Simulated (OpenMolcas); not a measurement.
# Co4+, Rh4+, Ir4+: d5 down the group

* Program: OpenMolcas
* Method: SS-CASPT2, IPEA 0.25 Eh, imaginary shift 0.1 Eh
* Basis: ANO-RCC-VTZP
* Scalar Hamiltonian: DKH2, point nucleus
* Spin-orbit coupling: state interaction with AMFI integrals over the reference wave functions, term energies averaged over their components

Active space for each ion: 5 electrons in 5 orbitals (d); closed shells correlated by CASPT2: Co4+ 3s 3p; Rh4+ 4s 4p; Ir4+ 5s 5p.

Computed levels in cm-1 above 6S 5/2:

| Level | Co4+ | Rh4+ | Ir4+ |
| --- | --- | --- | --- |
| 4G 7/2 | 39030 | 26830 | 23600 |
| 4G 11/2 | 39050 | 26950 | 25050 |
| 4G 9/2 | 39060 | 27040 | 26020 |
| 4P 1/2 | 43370 | 30530 | 27700 |
| 4D 7/2 | 46750 | 31830 | 30940 |
| 4D 1/2 | 46910 | 33050 | 35420 |
| 2I 11/2 | 57010 | 39380 | 36810 |
| 2I 13/2 | 57140 | 40130 | 40470 |
| 2F 7/2(1) | 63040 | 45810 | 51650 |
| weight of 6S in the lowest level (%) | 100 | 99 | 85 |

Mixed levels, with the weight of the term that names them: Rh4+ 4P 1/2 (68 %), Rh4+ 4D 1/2 (69 %), Rh4+ 2F 7/2(1) (66 %), Ir4+ 4G 7/2 (63 %), Ir4+ 4P 1/2 (59 %), Ir4+ 4D 7/2 (65 %), Ir4+ 4D 1/2 (65 %), Ir4+ 2I 11/2 (73 %), Ir4+ 2F 7/2(1) (63 %).

Measured, with the error of the calculation in %. Measured levels: Co4+ from Sugar and Corliss, J. Phys. Chem. Ref. Data 10, 1097 (1981).

```json
{"Level": "4G 11/2", "Co4+": "37218 (+4.9)"}
{"Level": "4P 1/2", "Co4+": "41024 (+5.7)"}
{"Level": "4D 7/2", "Co4+": "44709 (+4.6)"}
{"Level": "4D 1/2", "Co4+": "44908 (+4.5)"}
{"Level": "2F 7/2(1)", "Co4+": "59455 (+6.0)"}
```

Without spin-orbit coupling 4G lies 39040, 26900, 24480 cm-1 above 6S in that order; the difference to the level 4G 7/2, of either sign, comes from spin-orbit coupling, which also lowers the zero.

CASPT2 does not keep the components of a term degenerate, so their means are used; among the terms shown or strongly mixed into the levels shown the widest spread is 230 cm-1 (4d5 4F, Rh4+). Computed and measured levels are paired by configuration, term and J; levels that our copy of the source lacks, or whose pairing is in doubt (as where it misses far off the trend of its configuration), stay unpaired and out of the deviations. Levels of configurations outside the active space are missing.

A number in round brackets counts repeated terms of one configuration in the order of the reference energies.
